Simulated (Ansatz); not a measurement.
Relaxation of In₁₀N₉H₂₆⁻, a nanocrystal cut from wurtzite InN (hydrogen-capped) with RKS r2SCAN-D4/def2-SVP.

```sh
$ ansatz run in.yaml --threads 2 --pin off --events-out ev --progress --plain --max-ram 31744MiB --backend cuda --devices 0, --max-vram 18GiB
```

```yaml
crystal:
  periodic: [false, false, false]
  atoms:
    - {symbol: In, position_ang: [0.463860, -3.707290, -0.477910]}
    - {symbol: N, position_ang: [0.522010, -3.594730, 1.771060]}
    - {symbol: In, position_ang: [0.763250, -1.723420, -3.140800]}
    - {symbol: N, position_ang: [-1.024730, -0.593350, -3.745950]}
    - {symbol: N, position_ang: [0.553430, -1.674950, -1.024220]}
    - {symbol: In, position_ang: [-1.153110, -0.665380, -0.386120]}
    - {symbol: In, position_ang: [0.586600, -1.592650, 2.632680]}
    - {symbol: N, position_ang: [-1.110110, -0.638880, 1.806240]}
    - {symbol: In, position_ang: [-1.111840, 1.521370, -3.142330]}
    - {symbol: N, position_ang: [-1.173370, 1.317200, -1.025310]}
    - {symbol: In, position_ang: [-2.977550, 2.258090, -0.477660]}
    - {symbol: In, position_ang: [-1.084500, 1.306530, 2.632910]}
    - {symbol: N, position_ang: [-2.850260, 2.252460, 1.771680]}
    - {symbol: In, position_ang: [2.315390, -0.819470, -0.342240]}
    - {symbol: N, position_ang: [2.293420, -0.672770, 1.802440]}
    - {symbol: N, position_ang: [2.180600, 1.257800, -1.009670]}
    - {symbol: In, position_ang: [0.448980, 2.414790, -0.344780]}
    - {symbol: In, position_ang: [2.355740, 1.359450, 2.530680]}
    - {symbol: N, position_ang: [0.565920, 2.323030, 1.800270]}
    - {symbol: H, position_ang: [-1.055820, -4.376110, -0.799060]}
    - {symbol: H, position_ang: [1.956620, -4.460260, -0.803780]}
    - {symbol: H, position_ang: [-0.276190, -4.101870, 2.154070]}
    - {symbol: H, position_ang: [1.350090, -4.106420, 2.077470]}
    - {symbol: H, position_ang: [0.448020, -3.306000, -3.712730]}
    - {symbol: H, position_ang: [2.156370, -0.859480, -3.637550]}
    - {symbol: H, position_ang: [-1.813240, -1.048860, -3.275240]}
    - {symbol: H, position_ang: [-1.200570, -0.694940, -4.746340]}
    - {symbol: H, position_ang: [-2.608810, -1.506870, -0.748170]}
    - {symbol: H, position_ang: [0.563350, -1.721810, 4.321840]}
    - {symbol: H, position_ang: [-1.954000, -1.125330, 2.119610]}
    - {symbol: H, position_ang: [-2.641150, 2.036760, -3.713610]}
    - {symbol: H, position_ang: [0.331740, 2.296020, -3.640540]}
    - {symbol: H, position_ang: [-4.317540, 1.278230, -0.797510]}
    - {symbol: H, position_ang: [-2.881360, 3.926830, -0.803350]}
    - {symbol: H, position_ang: [-1.208080, 1.351380, 4.321940]}
    - {symbol: H, position_ang: [-3.688700, 1.813970, 2.153860]}
    - {symbol: H, position_ang: [-2.879780, 3.225430, 2.078180]}
    - {symbol: H, position_ang: [3.792000, -1.490250, -0.854830]}
    - {symbol: H, position_ang: [3.128310, -1.151130, 2.149740]}
    - {symbol: H, position_ang: [2.149550, 1.238760, -2.033970]}
    - {symbol: H, position_ang: [3.033940, 1.751120, -0.740180]}
    - {symbol: H, position_ang: [0.607510, 4.028830, -0.857910]}
    - {symbol: H, position_ang: [2.183470, 1.261360, 4.230070]}
    - {symbol: H, position_ang: [3.690020, 2.127420, 1.780150]}
    - {symbol: H, position_ang: [0.570470, 3.285400, 2.146870]}
basis:
  gaussian: {orbitals: def2-SVP, fitting: {mean_field: def2-universal-jkfit}}
total_charge: -1
hamiltonian: {xc: r2scan, dispersion: d4}
scf: {lower_state_search: "off"}
output: {orbitals: {seedname: orbitals}}
relax: {f_tol: 0.03, max_steps: 70}
```

It took 34 s on 2 threads of AMD EPYC 7R13 on a shared host and a share (18 GiB) of an NVIDIA H100 80GB HBM3, peak host memory 1.2 GiB.

Positions (Å) and forces (eV/Å) at steps 1, 2, 3, 4, 5 of 5:

```xyz
45
step=1 energy=-65583.1626 eV
In    0.464   -3.707   -0.478    0.000   -0.636    0.135
N     0.522   -3.595    1.771    0.049    0.015   -0.112
In    0.763   -1.723   -3.141    0.084   -0.162   -0.600
N    -1.025   -0.593   -3.746   -0.096   -0.048    0.168
N     0.553   -1.675   -1.024    0.125    0.247    0.141
In   -1.153   -0.665   -0.386   -0.998   -0.571    0.154
In    0.587   -1.593    2.633   -0.003   -0.651    0.393
N    -1.110   -0.639    1.806    0.134    0.068   -0.388
In   -1.112    1.521   -3.142   -0.103    0.143   -0.595
N    -1.173    1.317   -1.025    0.263   -0.016    0.139
In   -2.978    2.258   -0.478   -0.535    0.313    0.139
In   -1.085    1.307    2.633   -0.561    0.334    0.391
N    -2.850    2.252    1.772    0.032    0.032   -0.116
In    2.315   -0.819   -0.342    0.880   -0.044   -0.050
N     2.293   -0.673    1.802   -0.289    0.022   -0.280
N     2.181    1.258   -1.010    0.006    0.006    0.086
In    0.449    2.415   -0.345    0.407    0.784   -0.044
In    2.356    1.359    2.531    0.670    0.389    0.394
N     0.566    2.323    1.800   -0.125   -0.268   -0.280
H    -1.056   -4.376   -0.799   -0.558   -0.264   -0.074
H     1.957   -4.460   -0.804    0.487   -0.255   -0.077
H    -0.276   -4.102    2.154   -0.045   -0.108    0.064
H     1.350   -4.106    2.077    0.030   -0.144    0.072
H     0.448   -3.306   -3.713   -0.067   -0.468   -0.160
H     2.156   -0.859   -3.638    0.281    0.323   -0.122
H    -1.813   -1.049   -3.275   -0.106   -0.061   -0.169
H    -1.201   -0.695   -4.746   -0.051   -0.031   -0.057
H    -2.609   -1.507   -0.748   -0.366   -0.211   -0.142
H     0.563   -1.722    4.322    0.003   -0.085    0.623
H    -1.954   -1.125    2.120   -0.042   -0.025    0.053
H    -2.641    2.037   -3.714   -0.440    0.175   -0.160
H     0.332    2.296   -3.641    0.424    0.084   -0.123
H    -4.318    1.278   -0.798   -0.513   -0.355   -0.076
H    -2.881    3.927   -0.803    0.024    0.554   -0.079
H    -1.208    1.351    4.322   -0.070    0.046    0.623
H    -3.689    1.814    2.154   -0.111    0.020    0.063
H    -2.880    3.225    2.078   -0.111    0.095    0.072
H     3.792   -1.490   -0.855    0.489   -0.184   -0.117
H     3.128   -1.151    2.150    0.080    0.046    0.064
H     2.150    1.239   -2.034    0.107    0.061   -0.021
H     3.034    1.751   -0.740    0.087    0.049   -0.110
H     0.608    4.029   -0.858    0.086    0.512   -0.117
H     2.183    1.261    4.230   -0.021   -0.012    0.478
H     3.690    2.127    1.780    0.387    0.224   -0.252
H     0.570    3.285    2.147    0.079    0.050    0.066
45
step=2 energy=-65583.8468 eV
In    0.472   -3.816   -0.503    0.065    0.099    0.010
N     0.534   -3.662    1.772    0.001    0.115   -0.020
In    0.766   -1.789   -3.204    0.048    0.063    0.066
N    -1.048   -0.606   -3.758   -0.080   -0.045    0.014
N     0.583   -1.700   -1.019    0.054   -0.239   -0.196
In   -1.249   -0.721   -0.429    0.302    0.173    0.238
In    0.590   -1.676    2.733    0.056    0.322   -0.274
N    -1.049   -0.604    1.803   -0.158   -0.093    0.051
In   -1.167    1.557   -3.205    0.080    0.010    0.066
N    -1.180    1.355   -1.020   -0.182    0.165   -0.195
In   -3.067    2.319   -0.503    0.119    0.006    0.009
In   -1.155    1.352    2.732    0.306   -0.112   -0.272
N    -2.903    2.297    1.772    0.100   -0.058   -0.022
In    2.440   -0.860   -0.373   -0.357    0.103    0.237
N     2.235   -0.627    1.803    0.213   -0.015    0.081
N     2.209    1.274   -0.980   -0.089   -0.052   -0.008
In    0.477    2.542   -0.375   -0.087   -0.359    0.237
In    2.490    1.437    2.594   -0.341   -0.197   -0.214
N     0.576    2.249    1.801    0.092    0.190    0.080
H    -1.117   -4.489   -0.797    0.130   -0.002    0.028
H     2.029   -4.573   -0.812   -0.129   -0.018    0.014
H    -0.277   -4.163    2.142   -0.019   -0.108    0.052
H     1.346   -4.198    2.088    0.002   -0.092    0.045
H     0.458   -3.427   -3.775    0.046    0.131   -0.010
H     2.140   -0.794   -3.690   -0.124   -0.096   -0.021
H    -1.868   -1.080   -3.357    0.058    0.034   -0.138
H    -1.173   -0.678   -4.771   -0.068   -0.039   -0.029
H    -2.736   -1.579   -0.832    0.167    0.097    0.050
H     0.572   -1.810    4.480    0.004   -0.058   -0.145
H    -1.895   -1.092    2.112   -0.193   -0.110    0.109
H    -2.741    2.105   -3.776    0.136   -0.025   -0.010
H     0.380    2.249   -3.693   -0.146   -0.059   -0.020
H    -4.446    1.281   -0.796    0.064    0.114    0.028
H    -2.942    4.046   -0.813   -0.081   -0.103    0.014
H    -1.279    1.403    4.479   -0.049    0.033   -0.144
H    -3.742    1.845    2.142   -0.102    0.039    0.052
H    -2.960    3.268    2.088   -0.079    0.048    0.046
H     3.976   -1.535   -0.868   -0.115    0.097    0.081
H     3.085   -1.074    2.163    0.165   -0.138    0.100
H     2.177    1.255   -2.005    0.102    0.060   -0.072
H     3.068    1.770   -0.731    0.089    0.051   -0.078
H     0.661    4.210   -0.870    0.027   -0.148    0.081
H     2.284    1.319    4.338    0.119    0.068   -0.123
H     3.835    2.212    1.755   -0.115   -0.066    0.099
H     0.615    3.209    2.161   -0.037    0.213    0.100
45
step=3 energy=-65584.0032 eV
In    0.512   -3.828   -0.498   -0.035   -0.006    0.040
N     0.543   -3.677    1.776    0.006    0.004   -0.012
In    0.748   -1.763   -3.215   -0.013    0.054   -0.066
N    -1.105   -0.639   -3.770   -0.002   -0.001    0.072
N     0.598   -1.725   -1.035    0.012    0.093    0.094
In   -1.203   -0.694   -0.411   -0.017   -0.010   -0.031
In    0.587   -1.670    2.696    0.007   -0.026    0.046
N    -1.086   -0.626    1.812    0.034    0.019   -0.011
In   -1.153    1.529   -3.216    0.040   -0.039   -0.066
N    -1.194    1.381   -1.036    0.086   -0.036    0.094
In   -3.058    2.360   -0.499   -0.023   -0.027    0.040
In   -1.152    1.345    2.696   -0.019    0.019    0.046
N    -2.911    2.312    1.776    0.007    0.004   -0.012
In    2.412   -0.839   -0.329   -0.003   -0.026   -0.082
N     2.271   -0.644    1.842   -0.053   -0.036   -0.002
N     2.213    1.276   -0.989   -0.037   -0.021   -0.012
In    0.481    2.507   -0.330   -0.024    0.011   -0.082
In    2.464    1.422    2.586    0.065    0.038   -0.009
N     0.579    2.289    1.841   -0.057   -0.028   -0.002
H    -1.059   -4.521   -0.790    0.015   -0.015   -0.009
H     2.045   -4.612   -0.795    0.002   -0.009   -0.014
H    -0.269   -4.184    2.141   -0.012    0.014   -0.010
H     1.346   -4.216    2.114    0.012    0.013   -0.001
H     0.506   -3.380   -3.837    0.018   -0.016    0.015
H     2.038   -0.707   -3.742    0.038   -0.009   -0.003
H    -1.919   -1.109   -3.360   -0.039   -0.022   -0.047
H    -1.240   -0.717   -4.782   -0.015   -0.009    0.006
H    -2.679   -1.546   -0.819    0.019    0.011   -0.001
H     0.561   -1.858    4.429   -0.005   -0.013   -0.007
H    -1.932   -1.114    2.132   -0.014   -0.008   -0.005
H    -2.675    2.126   -3.837   -0.005    0.023    0.015
H     0.406    2.118   -3.744    0.011    0.037   -0.003
H    -4.444    1.345   -0.789   -0.006    0.020   -0.009
H    -2.969    4.078   -0.796   -0.007    0.006   -0.014
H    -1.327    1.417    4.429   -0.013    0.002   -0.007
H    -3.756    1.863    2.141    0.006   -0.017   -0.010
H    -2.976    3.277    2.113    0.017    0.004   -0.001
H     3.962   -1.473   -0.797    0.012    0.003    0.013
H     3.113   -1.103    2.213    0.001   -0.011   -0.013
H     2.169    1.251   -2.016   -0.001   -0.001    0.042
H     3.079    1.776   -0.767   -0.015   -0.008    0.000
H     0.708    4.167   -0.799    0.009    0.009    0.013
H     2.375    1.372    4.329    0.019    0.011    0.023
H     3.786    2.184    1.721   -0.009   -0.005   -0.003
H     0.603    3.248    2.211   -0.009    0.007   -0.013
45
step=4 energy=-65584.0120 eV
In    0.506   -3.826   -0.498   -0.003    0.018   -0.010
N     0.542   -3.673    1.772    0.004   -0.012    0.001
In    0.749   -1.755   -3.216   -0.008   -0.005    0.021
N    -1.113   -0.643   -3.767   -0.003   -0.002   -0.005
N     0.599   -1.719   -1.029    0.023    0.017    0.006
In   -1.201   -0.693   -0.407   -0.002   -0.001    0.009
In    0.583   -1.675    2.706   -0.014    0.030    0.003
N    -1.087   -0.627    1.818    0.001    0.000    0.007
In   -1.145    1.525   -3.216   -0.008   -0.004    0.021
N    -1.188    1.378   -1.030    0.026    0.011    0.007
In   -3.059    2.353   -0.499    0.014   -0.011   -0.011
In   -1.158    1.344    2.706    0.019   -0.027    0.003
N    -2.908    2.309    1.771   -0.009    0.009    0.001
In    2.413   -0.843   -0.327   -0.023   -0.007   -0.004
N     2.262   -0.647    1.848   -0.013   -0.015    0.012
N     2.203    1.271   -0.983   -0.004   -0.002    0.032
In    0.478    2.511   -0.328   -0.018   -0.016   -0.004
In    2.475    1.428    2.573    0.004    0.002   -0.019
N     0.572    2.283    1.847   -0.019   -0.004    0.012
H    -1.059   -4.528   -0.796   -0.005   -0.007   -0.002
H     2.034   -4.615   -0.807    0.008   -0.005   -0.003
H    -0.269   -4.182    2.136   -0.001   -0.002   -0.001
H     1.348   -4.208    2.109   -0.001   -0.007   -0.002
H     0.527   -3.383   -3.817   -0.001   -0.006   -0.002
H     2.049   -0.712   -3.744    0.007    0.008   -0.003
H    -1.935   -1.118   -3.378    0.007    0.004    0.004
H    -1.235   -0.714   -4.782    0.002    0.001   -0.005
H    -2.673   -1.542   -0.826   -0.004   -0.002    0.004
H     0.551   -1.883    4.436   -0.001   -0.001   -0.005
H    -1.936   -1.116    2.131    0.003    0.002    0.000
H    -2.666    2.146   -3.817   -0.006    0.003   -0.002
H     0.408    2.130   -3.746    0.011    0.002   -0.003
H    -4.450    1.349   -0.795   -0.009   -0.001   -0.002
H    -2.978    4.070   -0.809    0.000    0.010   -0.003
H    -1.355    1.421    4.436   -0.002    0.000   -0.005
H    -3.755    1.862    2.136   -0.002    0.001   -0.001
H    -2.968    3.274    2.108   -0.006    0.003   -0.002
H     3.973   -1.465   -0.778    0.005    0.000    0.006
H     3.103   -1.109    2.216    0.007    0.000   -0.004
H     2.159    1.245   -2.008    0.008    0.005   -0.020
H     3.069    1.771   -0.758   -0.014   -0.008   -0.015
H     0.720    4.173   -0.780    0.003    0.005    0.006
H     2.451    1.415    4.321   -0.003   -0.001   -0.007
H     3.770    2.175    1.658    0.019    0.011   -0.011
H     0.593    3.243    2.215    0.004    0.006   -0.004
45
step=5 energy=-65584.0129 eV
In    0.507   -3.825   -0.501    0.003   -0.007    0.005
N     0.542   -3.675    1.770   -0.002    0.002   -0.004
In    0.749   -1.755   -3.211    0.007    0.010   -0.011
N    -1.109   -0.641   -3.772   -0.005   -0.003    0.008
N     0.598   -1.717   -1.026   -0.009   -0.003   -0.003
In   -1.203   -0.694   -0.403    0.010    0.006    0.014
In    0.581   -1.675    2.708    0.000    0.002    0.007
N    -1.088   -0.627    1.823    0.001    0.001   -0.005
In   -1.146    1.525   -3.211    0.012    0.001   -0.011
N    -1.187    1.376   -1.027   -0.008   -0.007   -0.003
In   -3.058    2.353   -0.502   -0.005    0.006    0.005
In   -1.160    1.342    2.708    0.002   -0.001    0.007
N    -2.910    2.310    1.770    0.001   -0.003   -0.004
In    2.411   -0.844   -0.325    0.010    0.002    0.009
N     2.260   -0.649    1.851   -0.003    0.001   -0.004
N     2.197    1.268   -0.982    0.000    0.000   -0.016
In    0.476    2.510   -0.325    0.006    0.008    0.010
In    2.480    1.431    2.561    0.004    0.002    0.005
N     0.569    2.282    1.850   -0.001   -0.003   -0.004
H    -1.055   -4.535   -0.801    0.001    0.002    0.000
H     2.039   -4.610   -0.811   -0.002    0.002    0.000
H    -0.270   -4.183    2.133   -0.001   -0.002   -0.001
H     1.346   -4.211    2.108    0.002   -0.004   -0.001
H     0.527   -3.385   -3.810   -0.002    0.001    0.001
H     2.049   -0.712   -3.744   -0.004   -0.005    0.005
H    -1.935   -1.117   -3.394    0.009    0.005   -0.006
H    -1.220   -0.705   -4.789   -0.005   -0.003    0.004
H    -2.677   -1.545   -0.806   -0.010   -0.006   -0.011
H     0.549   -1.890    4.437   -0.001    0.000   -0.001
H    -1.937   -1.117    2.135   -0.003   -0.002    0.002
H    -2.668    2.148   -3.811    0.000   -0.001    0.001
H     0.408    2.130   -3.745   -0.006    0.000    0.005
H    -4.454    1.356   -0.801    0.002    0.000    0.000
H    -2.972    4.072   -0.813    0.001   -0.003    0.000
H    -1.362    1.422    4.437   -0.001   -0.001   -0.001
H    -3.757    1.862    2.133   -0.002    0.000   -0.001
H    -2.971    3.275    2.106   -0.002    0.004   -0.001
H     3.975   -1.464   -0.767   -0.001    0.000    0.000
H     3.102   -1.110    2.218    0.003   -0.001   -0.001
H     2.153    1.242   -2.008   -0.003   -0.002    0.011
H     3.064    1.768   -0.761    0.003    0.002   -0.001
H     0.722    4.174   -0.768    0.000   -0.001    0.000
H     2.469    1.425    4.310    0.001    0.000   -0.009
H     3.772    2.176    1.637   -0.002   -0.001   -0.003
H     0.592    3.242    2.217    0.000    0.003   -0.001
```

In the def2 sets In takes a core potential; there is no spin–orbit coupling. Single mean-field runs in def2-SVP are fitted with def2-universal-jkfit.
